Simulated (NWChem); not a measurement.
System: C₂H₄F₂OSi; SMILES O=C[Si@@H](F)CF

```xyz
10

O     -1.2118     2.1148    -0.0470
C     -0.0507     1.8072     0.0898
Si     0.4676     0.0090    -0.3520
F      1.9508    -0.2706     0.2579
C     -0.8239    -1.1249     0.4233
F     -0.7536    -2.3957    -0.1010
H      0.6971     2.5612     0.4620
H      0.5275    -0.1623    -1.8278
H     -1.8220    -0.6918     0.2262
H     -0.6993    -1.1709     1.5204
```
Atoms are numbered in this order, from 1.

Level: PBE0/def2-SVP (NWChem), optimised geometry, unscaled harmonic frequencies. 

```
frequency (cm⁻¹)  IR intensity (km/mol)
----------------  ---------------------
57                                  7.9
76                                 12.5
117                                 5.5
158                                 9.8
240                                11.7
298                                 6.6
366                                12.5
619                                35.5
676                                34.2
747                                18.6
775                                62.3
839                                 4.7
905                                59.1
930                               176.0
1112                               74.4
1247                                3.8
1313                                3.5
1380                               18.6
1449                                5.8
1812                               85.7
2275                               84.3
2871                              122.8
3047                                7.1
3110                                7.0
```

```yaml
zero_point_energy: 37.7 kcal/mol
thermal correction to the enthalpy at 298.15 K (with zero-point energy): 43.2 kcal/mol
heat capacity Cv: 24.4 cal/(mol K)
entropy at 298.15 K and 1 atm (symmetry number 1): 88.3 cal/(mol K)
dipole_moment: 1.04 D
```

Rigid rotor and harmonic oscillator; modes under 100 cm⁻¹ make the entropy uncertain.
